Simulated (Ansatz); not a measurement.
Basis sets compared for TcO3(OH) (TcO4H). Total charge 0; singlet. Geometry PBE0-D4/def2-SVP. Ansatz on 4 threads of Arm Neoverse V2 on a shared host; times are rough, and most runs start from earlier orbitals.

Cartesian coordinates in Å:
```
Tc 0.325 0.012 0.307
O -0.534 0.284 1.705
O 1.459 -1.177 0.548
O 1.054 1.432 -0.157
O -0.810 -0.569 -1.026
H -1.494 0.019 -1.377
```

In the def2 sets Tc takes a core potential; there is no spin–orbit coupling. The restricted singlet is unstable towards broken spin symmetry in Hartree–Fock (as tested in another run); at PBE-D4/def2-SVP, PBE-D4/def2-TZVPD, r2SCAN-D4/def2-TZVP, r2SCAN-D4/def2-TZVPD and others this wasn't settled.

Binding counts from free atoms (Tc sextet, O triplet, H doublet) in the same basis, without a counterpoise term.

```
                         level  functions  energy (Eh)  HOMO (eV)  LUMO (eV)  binding per atom (eV)  wall time
               PBE-D4/def2-SVP         92    -381.9274      -8.07      -4.11                   4.87      0.7 s
PBE-D4/def2-TZVP (with forces)        170    -382.3201      -8.18      -4.23                   4.82      1.4 s
           r2SCAN-D4/def2-TZVP        170    -382.4690      -8.59      -4.30                   4.48      2.5 s
              PBE0-D4/def2-SVP         92    -381.8006      -9.84      -3.60                   4.21     0.85 s
             PBE0-D4/def2-TZVP        170    -382.1971      -9.86      -3.62                   4.20      1.6 s
```

Q: Estimate the rows for PBE-D4/def2-TZVPD, r2SCAN-D4/def2-TZVPD, PBE0-D4/def2-TZVPD.

A: 
| level | functions | energy (Eh) | HOMO (eV) | LUMO (eV) | binding per atom (eV) | wall time |
| --- | --- | --- | --- | --- | --- | --- |
| PBE-D4/def2-TZVPD | 209 | -382.3242 | -8.22 | -4.27 | 4.82 | 1.8 s |
| r2SCAN-D4/def2-TZVPD | 209 | -382.4731 | -8.60 | -4.31 | 4.49 | 3.3 s |
| PBE0-D4/def2-TZVPD | 209 | -382.2013 | -9.87 | -3.64 | 4.21 | 2.3 s |
